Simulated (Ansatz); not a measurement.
**A geometry optimisation of C2H5AlBr2 with r2SCAN-D4/def2-SVP**

The starting geometry of this gas-phase singlet was optimised with GFN2-xTB; its bonds are those of `[CH3][Al]([Br])[CH2]Br`.

```yaml
atoms:
  - { symbol: C, position_ang: [1.0595, -0.6952, 0.3746] }
  - { symbol: C, position_ang: [-0.1218, 1.7381, -1.7119] }
  - { symbol: Al, position_ang: [1.4184, 0.5988, -1.0771] }
  - { symbol: Br, position_ang: [3.4770, 0.7946, -1.9823] }
  - { symbol: Br, position_ang: [0.5388, 2.9014, -3.1740] }
  - { symbol: H, position_ang: [1.9582, -1.2573, 0.6470] }
  - { symbol: H, position_ang: [0.2936, -1.4266, 0.1003] }
  - { symbol: H, position_ang: [0.6986, -0.2065, 1.2846] }
  - { symbol: H, position_ang: [-0.5402, 2.4234, -0.9672] }
  - { symbol: H, position_ang: [-0.9657, 1.1881, -2.1412] }
```

Task: Predict what becomes of its bonds when it is optimised with r2SCAN-D4/def2-SVP.

Result: A new bond forms, giving a structure with Br5 bridging Al3 and C2, given below by its coordinates. Contacts that close: Al3–Br5 (3.24 → 2.67 Å).

The energy falls by 0.30 eV over 39 steps:

```json
{"step": "1", "E − E(last) (eV)": "0.299"}
{"step": "5", "E − E(last) (eV)": "0.231"}
{"step": "9", "E − E(last) (eV)": "0.230"}
{"step": "14", "E − E(last) (eV)": "0.228"}
{"step": "18", "E − E(last) (eV)": "0.210"}
{"step": "22", "E − E(last) (eV)": "0.098"}
{"step": "26", "E − E(last) (eV)": "0.009"}
{"step": "31", "E − E(last) (eV)": "0.003"}
{"step": "35", "E − E(last) (eV)": "0.000"}
{"step": "39", "E − E(last) (eV)": "0.000"}
```

Final geometry (Å):

```yaml
atoms:
  - { symbol: C, position_ang: [1.0007, -0.8429, 0.0602] }
  - { symbol: C, position_ang: [-0.0520, 2.0250, -1.5081] }
  - { symbol: Al, position_ang: [1.3559, 0.8595, -0.7996] }
  - { symbol: Br, position_ang: [3.4608, 1.7139, -0.8729] }
  - { symbol: Br, position_ang: [0.2054, 0.9333, -3.2066] }
  - { symbol: H, position_ang: [1.7183, -1.6142, -0.2646] }
  - { symbol: H, position_ang: [-0.0151, -1.2116, -0.1573] }
  - { symbol: H, position_ang: [1.0991, -0.7607, 1.1565] }
  - { symbol: H, position_ang: [0.1549, 3.0614, -1.8055] }
  - { symbol: H, position_ang: [-1.1115, 1.8952, -1.2491] }
```

The end wasn't checked by frequencies. Run with Ansatz 0.2.0, 2.5 min on 2 threads of Intel(R) Xeon(R) Platinum 8259CL CPU @ 2.50GHz (Skylake/Cascade Lake) (shared host).
